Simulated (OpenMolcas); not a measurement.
Computed levels of 2s² 2p² in ions with 6 electrons, in cm-1 above ³P₀.

- Program: OpenMolcas 26.06
- Method: SS-CASPT2, IPEA 0.25 Eh, imaginary shift 0.1 Eh
- Basis: ANO-RCC-VTZP
- Scalar Hamiltonian: DKH2, point nucleus
- Spin-orbit coupling: RASSI with atomic mean-field integrals over the reference wave functions, term energies averaged over their components

Active space for each ion: 4 electrons in 4 orbitals (2s 2p); closed shells correlated by CASPT2: 1s.

| Level | C | N+ | F3+ | Ne4+ |
| --- | --- | --- | --- | --- |
| ³P₁ | 15.2 | 44.1 | 224 | 400 |
| ³P₂ | 45.3 | 131 | 653 | 1152 |
| ¹D₂ | 10020 | 15350 | 25730 | 30680 |
| ¹S₀ | 20550 | 31890 | 53810 | 63820 |

Task: Estimate ³P₂, ¹D₂, ¹S₀ for O2+ from its neighbours N+ and F3+.

Result: ³P₂ is fine structure, which grows about as the fourth power of a screened charge, so the fourth roots are averaged: ((131^0.25 + 653^0.25) / 2)^4 = 317. The calculation gives 312, so the estimate is off by +1.6 %.
¹D₂ is another term, which grows about linearly with the charge: (15350 + 25730) / 2 = 20540. The calculation gives 20520, so the estimate is off by +0.1 %; the measured value is 20273 (Moore, Selected Tables of Atomic Spectra, NSRDS-NBS 3, section 11).
¹S₀ is another term, which grows about linearly with the charge: (31890 + 53810) / 2 = 42850. The calculation gives 42920, so the estimate is off by -0.2 %; the measured value is 43186 (Moore, Selected Tables of Atomic Spectra, NSRDS-NBS 3, section 11).

Term energies are means over components that CASPT2 splits; among the terms shown or strongly mixed into the levels shown the widest spread is 15 cm-1 (2s² 2p² ¹D, C). Over all roots computed the reference weight is 0.94 to 0.99 in C; the roots of lowest weight are the least certain, and an intruder state may touch them. Measured partners are found by configuration, term and J. A level has none where our copy of the source lacks it or the pairing is in doubt (some pairs that miss far off the trend of their configuration count as doubtful), and it then counts in no deviation. Levels of configurations outside the active space are missing.
